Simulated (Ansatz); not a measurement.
Geometry optimisation, RKS revPBE/6-31G* in Ansatz 0.2.0.

The input (input.yaml):

```yaml
crystal:
  periodic: [false, false, false]
  atoms:
    - { symbol: Si, position_ang: [-0.588283, 0.325295, -1.389477] }
    - { symbol: Si, position_ang: [-0.085726, -1.849722, -1.026298] }
    - { symbol: H, position_ang: [-1.262363, 0.347667, -2.746662] }
    - { symbol: H, position_ang: [-1.607447, 0.854083, -0.420207] }
    - { symbol: O, position_ang: [0.756491, 1.371745, -1.52523] }
    - { symbol: H, position_ang: [1.152903, -0.353009, 0.884779] }
    - { symbol: "N", position_ang: [1.021355, 0.578366, 1.285939] }
    - { symbol: C, position_ang: [-0.103528, 0.666888, 2.217148] }
    - { symbol: H, position_ang: [-1.13834, -2.713571, -1.673422] }
    - { symbol: H, position_ang: [1.231446, -2.189666, -1.670379] }
    - { symbol: H, position_ang: [-0.005552, -2.265221, 0.416553] }
    - { symbol: H, position_ang: [0.781533, 1.81881, -2.391956] }
    - { symbol: H, position_ang: [1.037321, 1.287376, 0.550341] }
    - { symbol: H, position_ang: [0.137937, 0.10843, 3.140607] }
    - { symbol: H, position_ang: [-1.082819, 0.289836, 1.84451] }
    - { symbol: H, position_ang: [-0.244829, 1.722693, 2.503854] }
basis:
  gaussian: { orbitals: "6-31G*" }
hamiltonian:
  xc: revpbe
relax:
  f_tol: 0.03
  max_steps: 50
```

Command:

```bash
$ ansatz run input.yaml --threads 2 --pin off --max-ram 3072MiB --backend cpu --events-out ev --progress --plain --runs-dir out
```

Question: Where does it end, and by what steps?

Answer: The forces met the threshold. The force dipped under the threshold on the way, but the program's further checks kept it going. After 35 steps the energy has fallen by 0.341 eV; H4 moved furthest, 1.71 Å.

```json
{"step": "0", "energy less start (eV)": "0.0000", "largest force component (eV/Å)": "1.294", "accepted": "yes"}
{"step": "2", "energy less start (eV)": "-0.2107", "largest force component (eV/Å)": "0.209", "accepted": "yes"}
{"step": "4", "energy less start (eV)": "-0.2652", "largest force component (eV/Å)": "0.334", "accepted": "yes"}
{"step": "6", "energy less start (eV)": "-0.2585", "largest force component (eV/Å)": "1.772", "accepted": "no"}
{"step": "8", "energy less start (eV)": "-0.3079", "largest force component (eV/Å)": "0.085", "accepted": "yes"}
{"step": "10", "energy less start (eV)": "-0.3222", "largest force component (eV/Å)": "0.191", "accepted": "yes"}
{"step": "12", "energy less start (eV)": "-0.3275", "largest force component (eV/Å)": "0.084", "accepted": "yes"}
{"step": "14", "energy less start (eV)": "-0.3305", "largest force component (eV/Å)": "0.105", "accepted": "yes"}
{"step": "16", "energy less start (eV)": "-0.3332", "largest force component (eV/Å)": "0.065", "accepted": "yes"}
{"step": "18", "energy less start (eV)": "-0.3349", "largest force component (eV/Å)": "0.063", "accepted": "yes"}
{"step": "20", "energy less start (eV)": "-0.3366", "largest force component (eV/Å)": "0.081", "accepted": "yes"}
{"step": "22", "energy less start (eV)": "-0.3380", "largest force component (eV/Å)": "0.059", "accepted": "yes"}
{"step": "24", "energy less start (eV)": "-0.3389", "largest force component (eV/Å)": "0.075", "accepted": "yes"}
{"step": "26", "energy less start (eV)": "-0.3397", "largest force component (eV/Å)": "0.078", "accepted": "yes"}
{"step": "28", "energy less start (eV)": "-0.3402", "largest force component (eV/Å)": "0.049", "accepted": "yes"}
{"step": "30", "energy less start (eV)": "-0.3405", "largest force component (eV/Å)": "0.034", "accepted": "yes"}
{"step": "32", "energy less start (eV)": "-0.3411", "largest force component (eV/Å)": "0.035", "accepted": "yes"}
{"step": "34", "energy less start (eV)": "-0.3414", "largest force component (eV/Å)": "0.033", "accepted": "yes"}
{"step": "35", "energy less start (eV)": "-0.3415", "largest force component (eV/Å)": "0.029", "accepted": "yes"}
```

```xyz
16
Properties=species:S:1:pos:R:3
Si -0.798 0.159 -2.216
Si -0.506 -2.051 -1.458
H -0.548 0.241 -3.703
H -2.223 0.605 -1.995
O 0.305 1.119 -1.346
H 2.137 0.433 1.888
N 1.399 1.145 1.817
C 0.291 0.765 2.714
H -1.453 -2.948 -2.207
H 0.897 -2.531 -1.706
H -0.803 -2.171 0.010
H 0.272 2.071 -1.565
H 1.069 1.096 0.844
H 0.643 0.796 3.761
H -0.163 -0.240 2.542
H -0.518 1.514 2.621
```

The run took 67 s on 2 threads of Intel(R) Xeon(R) Platinum 8488C (Sapphire Rapids), with other jobs on the host, peak memory 0.18 GiB.
